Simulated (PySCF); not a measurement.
Electron correlation in Al⁺ (aluminium, charge +1)

[Ne] 3s2, closed-shell 1S. Calculation: PySCF 2.14, in x2c-TZVPPall with one added diffuse shell each of s, p, d type (6s6p4d1f, 51 functions); the spin-free X2C one-electron Hamiltonian (Gaussian nucleus). Frozen: 1s2; 10 electrons correlated.

```csv
level,correlation energy (mhartree)
CCSD,-190.92
(T),-2.24
CCSD(T),-193.16
```

Diagnostics: T1 = 0.0067, D1 = 0.0188, largest double amplitude 0.101.

Cost of the coupled-cluster step: roughly 1.4 core-seconds, for 10 correlated electrons.

This basis was not built for core-valence correlation, so the inner-shell part is incomplete.
